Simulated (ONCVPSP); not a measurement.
# LDA (Perdew-Wang 92) ONCV dataset for C (Z = 6), scalar-relativistic all-electron reference.

The input file (ONCVPSP 4.0.1):

```
# ATOM AND REFERENCE CONFIGURATION
# atsym  z   nc   nv     iexc    psfile
  C 6.00    1    2  -001012      upf
#
#   n    l    f
    1    0    2.00
    2    0    2.00
    2    1    2.00
#
# PSEUDOPOTENTIAL AND OPTIMIZATION
# lmax
    2
#
#   l,   rc,      ep,       ncon, nbas, qcut
    0    1.35    0.00    3    7    5.00
    1    2.70    0.00    4    7    5.10
    2    2.50    0.17    4    9    4.30
#
# LOCAL POTENTIAL
# lloc, lpopt,  rc(5),   dvloc0
    4    5    1.10    0.00
#
# VANDERBILT-KLEINMAN-BYLANDER PROJECTORs
# l, nproj, debl
    0    2    2.50
    1    3    1.50
    2    2    1.70
#
# MODEL CORE CHARGE
# icmod, fcfact, rcfact
    3    3.00    1.65
#
# LOG DERIVATIVE ANALYSIS
# epsh1, epsh2, depsh
   -2.00    5.00    0.02
#
# OUTPUT GRID
# rlmax, drl
    6.00    0.01
#
# TEST CONFIGURATIONS
# ncnf
    4
# nvcnf
#   n    l    f
    2
    2    0    2.00
    2    1    1.00
#
    2
    2    0    2.00
    2    1    0.00
#
    2
    2    0    1.00
    2    1    0.00
#
    2
    2    0    0.00
    2    1    4.00
#
```

Command:

```bash
oncvpsp.x < C.dat > C.out
```

Resulting log (shortened: citation, most of the input echo, consistency checks and plot data are left out):

```
ONCVPSP  (Optimized Norm-Conservinng Vanderbilt PSeudopotential)
scalar-relativistic version 4.0.1

#   n    l    f        energy (Ha)
    1    0    2.00    -9.9519690E+00
    2    0    2.00    -5.0123527E-01
    2    1    2.00    -1.9902925E-01

Reference configufation results
  iterations    22
  all-electron total energy (Ha)   -3.74405939D+01

Begin loop to  construct optimized pseudo wave functions
and semi-local pseudopoentials for all angular momenta

   Wellstate for l =  0  n =  4
     eigenvalue =   1.9988
     asymptotic potential =   2.4988
     half-point radius =  3.5172

Calculating optimized projector #   1

 for l=   0

    Fraction of norm inside rc  0.430907
    Optimizing pswf for qcut=   4.99 a_B^-1,  ecut=  12.43 Ha
    Residual kinetic energy error=  8.38D-04 Ha

    Energy error per electron        Cutoff
         Ha          eV             Ha
         0.01000     0.27211        6.24
         0.00100     0.02721       12.01
         0.00010     0.00272       67.00
         0.00001     0.00027      111.37

Calculating optimized projector #   2

 for l=   0

    Fraction of norm inside rc  0.089396
    Optimizing pswf for qcut=   4.99 a_B^-1,  ecut=  12.43 Ha
    Residual kinetic energy error=  1.85D-03 Ha

    Energy error per electron        Cutoff
         Ha          eV             Ha
         0.01000     0.27211        8.39
         0.00100     0.02721       14.02
         0.00010     0.00272       35.98
         0.00001     0.00027       84.83

   Wellstate for l =  1  n =  4
     eigenvalue =   1.3010
     asymptotic potential =   1.8010
     half-point radius =  4.5464

   Wellstate for l =  1  n =  5
     eigenvalue =   2.8010
     asymptotic potential =   3.3010
     half-point radius =  4.2858

Calculating optimized projector #   1

 for l=   1

    Fraction of norm inside rc  0.839909
    Optimizing pswf for qcut=   5.11 a_B^-1,  ecut=  13.04 Ha
    Residual kinetic energy error=  1.17D-06 Ha

    Energy error per electron        Cutoff
         Ha          eV             Ha
         0.01000     0.27211        6.71
         0.00100     0.02721        8.80
         0.00010     0.00272       10.48
         0.00001     0.00027       11.76

Calculating optimized projector #   2

 for l=   1

    Fraction of norm inside rc  0.345136
    Optimizing pswf for qcut=   5.11 a_B^-1,  ecut=  13.04 Ha
    Residual kinetic energy error=  7.41D-05 Ha

    Energy error per electron        Cutoff
         Ha          eV             Ha
         0.01000     0.27211        8.75
         0.00100     0.02721       10.90
         0.00010     0.00272       13.19
         0.00001     0.00027       25.59

Calculating optimized projector #   3

 for l=   1

    Fraction of norm inside rc  0.234923
    Optimizing pswf for qcut=   5.11 a_B^-1,  ecut=  13.04 Ha
    Residual kinetic energy error=  1.71D-03 Ha

    Energy error per electron        Cutoff
         Ha          eV             Ha
         0.01000     0.27211       11.11
         0.00100     0.02721       13.98
         0.00010     0.00272       28.75
         0.00001     0.00027       36.21

   Wellstate for l =  2  n =  3
     eigenvalue =   0.1700
     asymptotic potential =   0.6700
     half-point radius = 10.0431

   Wellstate for l =  2  n =  5
     eigenvalue =   1.8700
     asymptotic potential =   2.3700
     half-point radius =  5.0480

Calculating optimized projector #   1

 for l=   2

    Fraction of norm inside rc  0.033590
    Optimizing pswf for qcut=   4.30 a_B^-1,  ecut=   9.24 Ha
    Residual kinetic energy error=  6.99D-07 Ha

    Energy error per electron        Cutoff
         Ha          eV             Ha
         0.01000     0.27211        0.77
         0.00100     0.02721        2.26
         0.00010     0.00272        4.77
         0.00001     0.00027        6.96

Calculating optimized projector #   2

 for l=   2

    Fraction of norm inside rc  0.209050
    Optimizing pswf for qcut=   4.30 a_B^-1,  ecut=   9.24 Ha
    Residual kinetic energy error=  6.99D-04 Ha

    Energy error per electron        Cutoff
         Ha          eV             Ha
         0.01000     0.27211        6.25
         0.00100     0.02721        8.90
         0.00010     0.00272       17.16
         0.00001     0.00027       56.25

Construct Vanderbilt / Kleinmman-Bylander projectors

B matrix Hermiticity error, ll=   0
   1   2   -1.0008E-04

  Orthonormal projector coefficients  5.8055E+00  1.4203E+00

B matrix Hermiticity error, ll=   1
   1   2   -2.5088E-05
   1   3    2.2829E-05
   2   3    5.4450E-05

  Orthonormal projector coefficients -3.2153E+00 -9.1508E-01 -5.5004E-01

B matrix Hermiticity error, ll=   2
   1   2   -7.9948E-06

  Orthonormal projector coefficients -4.4173E+00 -7.1064E-01

Model core correction analysis
  based on d2Exc/dn_idn_j

d2excae - all-electron derivatives

   -4.849270D-02   -4.211233D-02
   -4.211503D-02   -3.990977D-02

d2excps - pseudofunction derivatives with no core correction

   -5.064143D-02   -4.456995D-02
   -4.457222D-02   -4.166111D-02

rms 2nd derivative error    2.222721E-03

rmatch, rhocmatch    0.5853    2.1755

Teter function model core charge with specified parameters

d2excps - pseudofunction derivatives with core correction

   -4.683142D-02   -4.239677D-02
   -4.239783D-02   -4.024082D-02

rms 2nd derivative error    8.703909E-04

Pseudoatom total energy   -5.306899

Diagnostic tests using Vanderbilt-Kleinman-Bylander pseudopotentials
  1 or more projectors used as specified by nproj input data

   l    rcore       rmatch      e in        delta e   norm test  slope test

   0   1.3524621   1.3935258  -0.5012353   0.0000586   1.0000576   1.0005281
   0   1.3524621   1.3935258   1.9987647   0.0000031   1.0001797   1.0001797

   1   2.7070163   2.7892072  -0.1990293  -0.0000003   1.0000131   1.0000157
   1   2.7070163   2.7892072   1.3009708   0.0000044   1.0000417   1.0000417
   1   2.7070163   2.7892072   2.8009708   0.0000164   1.0001045   1.0001045

   2   2.5044775   2.5805188   0.1700000   0.0000014   1.0000175   1.0000175
   2   2.5044775   2.5805188   1.8700000  -0.0000004   1.0002474   1.0002474

 Testing for bound ghosts
   n   l    E NL Schr. Eq   E Basis Diag.   E Cutoff

   1   0       -0.501177       -0.489339    102.19

   2   1       -0.199030       -0.198856     41.31

 Testing for highly-localized positive-energy ghosts
       l    <radius>/rc     E Basis Diag.   E Cutoff

       2        0.999885        3.460328     70.13  WARNING - GHOST(+)

Test configuration 0

   n   l     f        eae           eps        diff
   1   0  2.0000   -9.95196901
   2   0  2.0000   -0.50123527   -0.50117664    5.86D-05
   2   1  2.0000   -0.19902925   -0.19902954   -2.91D-07

    Total energies and differences
      AE_ref= -3.74405939D+01  AE_tst= -3.74405939D+01  dif=  0.00D+00
      PS_ref= -5.30689940D+00  PS_tst= -5.30689940D+00  dif= -1.78D-14
      PSP excitation error=  1.78D-14

Test configuration 1

   n   l     f        eae           eps        diff
   1   0  2.0000  -10.50401816
   2   0  2.0000   -0.94092364   -0.93596530    4.96D-03
   2   1  1.0000   -0.62915546   -0.61716570    1.20D-02

    Total energies and differences
      AE_ref= -3.74405939D+01  AE_tst= -3.70369137D+01  dif=  4.04D-01
      PS_ref= -5.30689940D+00  PS_tst= -4.90758203D+00  dif=  3.99D-01
      PSP excitation error=  4.36D-03

Test configuration 2

   n   l     f        eae           eps        diff
   1   0  2.0000  -11.24411503
   2   0  2.0000   -1.47620967   -1.45186670    2.43D-02

    Total energies and differences
      AE_ref= -3.74405939D+01  AE_tst= -3.61454348D+01  dif=  1.30D+00
      PS_ref= -5.30689940D+00  PS_tst= -4.04423979D+00  dif=  1.26D+00
      PSP excitation error=  3.25D-02

Test configuration 3

   n   l     f        eae           eps        diff
   1   0  2.0000  -12.09482669
   2   0  1.0000   -2.05302746   -2.02582805    2.72D-02

    Total energies and differences
      AE_ref= -3.74405939D+01  AE_tst= -3.43827049D+01  dif=  3.06D+00
      PS_ref= -5.30689940D+00  PS_tst= -2.30770318D+00  dif=  3.00D+00
      PSP excitation error=  5.87D-02

Test configuration 4

   n   l     f        eae           eps        diff
   1   0  2.0000  -10.01072222
   2   1  4.0000   -0.22714840   -0.23271791   -5.57D-03

    Total energies and differences
      AE_ref= -3.74405939D+01  AE_tst= -3.68336289D+01  dif=  6.07D-01
      PS_ref= -5.30689940D+00  PS_tst= -4.69707726D+00  dif=  6.10D-01
      PSP excitation error= -2.86D-03
```

The run took about 3.5 s on one core of a shared server CPU.
